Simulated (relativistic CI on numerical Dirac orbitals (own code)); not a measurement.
# Er XI: q coefficients and field-shift factors

Calculated at this level of theory: Dirac-Coulomb-Breit CI, orbitals from a KLI potential per configuration, derivatives by finite differences, unscaled Slater integrals, QED left out (own radial code, finite nucleus).

Configuration list (outside the closed core [Ar] 3d10 4p6 4d10): 4s²4f¹⁰5s², 4s²4f¹², 4s²4f¹¹5s, 4s²4f¹¹5p, 4s²4f⁹5s²6s, 4s²4f¹⁰6s², 4f¹²5s². The list is cut by size and lacks configurations that can hold low levels.

With x = (α/α₀)² − 1 an excitation energy changes as ω = ω₀ + qx; K = 2q/ω₀ is the relative enhancement. Terms are leading LS components, so labels can repeat. The field-shift factor is F = δν/δ⟨r²⟩ for the transition from the lowest level.

Lowest level 4s²4f¹⁰5s² ⁵I8.

| Level | ω₀ (cm⁻¹) | q (cm⁻¹) | K | F (GHz/fm²) |
| --- | --- | --- | --- | --- |
| 4s²4f¹⁰5s² ⁵I7 | 5945.9 | 5925 | 1.99 | 0.33 |
| 4s²4f¹⁰5s² ⁵I6 | 10258.9 | 9337 | 1.82 | 0.535 |
| 4s²4f¹⁰5s² ⁵I5 | 13502.9 | 11480 | 1.7 | 0.673 |
| 4s²4f¹⁰5s² ⁵I4 | 16041.3 | 13290 | 1.66 | 0.786 |
| 4s²4f¹⁰5s² ⁵F5 | 23734.1 | 1251 | 0.105 | 0.44 |
| 4s²4f¹⁰5s² ⁵S2 | 27239.4 | 3221 | 0.237 | 0.574 |
| 4s²4f¹⁰5s² ⁵F4 | 27551.0 | 5393 | 0.391 | 0.663 |
| 4s²4f¹⁰5s² ³K8 | 27594.1 | 2215 | 0.161 | 0.563 |
| 4s²4f¹⁰5s² ⁵F3 | 29935.1 | 7433 | 0.497 | 0.783 |
| 4s²4f¹⁰5s² ⁵F2 | 30565.0 | 5999 | 0.393 | 0.74 |
| 4s²4f¹⁰5s² ⁵F1 | 31984.9 | 7990 | 0.5 | 0.841 |
| 4s²4f¹⁰5s² ³K7 | 33326.2 | 7450 | 0.447 | 0.864 |
| 4s²4f¹⁰5s² ⁵G6 | 33478.4 | 1481 | 0.0884 | 0.616 |
| 4s²4f¹⁰5s² ³G5 | 34520.7 | 3249 | 0.188 | 0.706 |
| 4s²4f¹⁰5s² ³K6 | 37889.4 | 10060 | 0.531 | 1.04 |
| 4s²4f¹⁰5s² ³G4 | 37982.2 | 3576 | 0.188 | 0.776 |
| 4s²4f¹⁰5s² ³L9 | 38176.5 | 2903 | 0.152 | 0.769 |
| 4s²4f¹⁰5s² ³H6 | 38352.6 | 7249 | 0.378 | 0.925 |
| 4s²4f¹⁰5s² ⁵G5 | 39607.1 | 7229 | 0.365 | 0.94 |
| 4s²4f¹⁰5s² ³D2 | 39917.8 | 5133 | 0.257 | 0.871 |
| 4s²4f¹⁰5s² ³H4 | 42038.7 | 5626 | 0.268 | 0.926 |
| 4s²4f¹⁰5s² ⁵G3 | 42410.6 | 7004 | 0.33 | 0.979 |
| 4s²4f¹⁰5s² ³L8 | 44307.5 | 9127 | 0.412 | 1.11 |

At this charge energies of transitions that change n are usually good to better than 1 %, and those within a shell (Δn = 0) to a few per cent. Terms inside the open d or f shell come out 10 to 20 % too wide with unscaled integrals. Levels and lines within the n = 5 or 6 shells can be off by up to 10 % or somewhat more, and those that change n by about 2 %, since core polarisation is missing.
